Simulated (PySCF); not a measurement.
SMILES C=[CH][In]([O]C)[O]CC (GFN2-xTB optimised geometry):

```
19

In     0.017    -0.213     0.000
C      2.249    -0.213     0.000
C      2.897    -1.355    -0.018
H      2.735     0.754     0.005
H      3.980    -1.401    -0.027
H      2.376    -2.300    -0.024
O     -1.226     1.409     0.000
C     -0.856     2.749    -0.156
H     -0.650     2.994    -1.205
H     -1.699     3.362     0.183
H      0.021     3.018     0.443
O     -0.810    -2.038    -0.052
C     -2.184    -2.295    -0.012
C     -2.920    -1.451     1.024
H     -2.636    -2.134    -1.002
H     -2.288    -3.362     0.238
H     -2.789    -0.396     0.770
H     -3.980    -1.696     1.035
H     -2.497    -1.633     2.012
```

Computed with CAM-B3LYP/def2-SVP, def2 effective core potentials past Kr (PySCF).

**Question.** What are the frontier orbital energies and the dipole moment?

**Answer.** HOMO-2 -8.78 eV, HOMO-1 -8.59 eV, HOMO -8.44 eV, LUMO -0.17 eV, LUMO+1 -0.07 eV; dipole moment 1.83 D.

On the same geometry PBE/def2-SVP, def2 effective core potentials past Kr (PySCF) gives HOMO-2 -5.85 eV, HOMO-1 -5.81 eV, HOMO -5.48 eV, LUMO -1.98 eV, LUMO+1 -1.85 eV; dipole moment 1.60 D.
